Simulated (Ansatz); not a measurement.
Isolated molecules relaxed with PBE0-D4/def2-TZVP in Ansatz; ΔE leaves out vibrations. CBS: MP2 limit from def2 TZ/QZ plus the TZ coupled-cluster correction, frozen cores. Functionals use def2-TZVPP. B3LYP here is the variant with VWN-RPA as its local correlation; programs differ in this. For Se outer-core shells are correlated without core-valence functions, which leaves a few kJ/mol of doubt a bond. Scalar relativity is left out up to krypton. One conformer a species, not always the lowest.

`N[SiH2]O[SiH2]N` + `P[SiH2][SeH]` → `N[SiH2][SiH2][SeH]` + `N[SiH2]OP`  (redistribution)

Is it downhill or uphill in electronic energy at CCSD(T)/CBS, and by how much? (An estimate is asked.)

Ansatz gave: Uphill: ΔE = +159.5 kJ/mol.

What do these levels give: r2SCAN-D4, PBE0-D4, B3LYP-D4, PBE, B3LYP, MP2/def2-TZVPP? (Best estimate.)

The calculation gave: r2SCAN-D4 158.3, PBE0-D4 150.6, B3LYP-D4 151.8, PBE 146.1, B3LYP 155.5, MP2/def2-TZVPP 166.7 kJ/mol.

Largest T1 diagnostic among the species: 0.012.

The D4 term adds −3.7 kJ/mol with B3LYP and −2.1 kJ/mol with PBE0; it sums over pairs of atoms, weighted by their polarisabilities, and B3LYP, whose exchange is more repulsive, gets the larger term. From PBE to PBE0 (25 % exact exchange), in def2-TZVPP and without D4, ΔE moves by +6.7 kJ/mol.
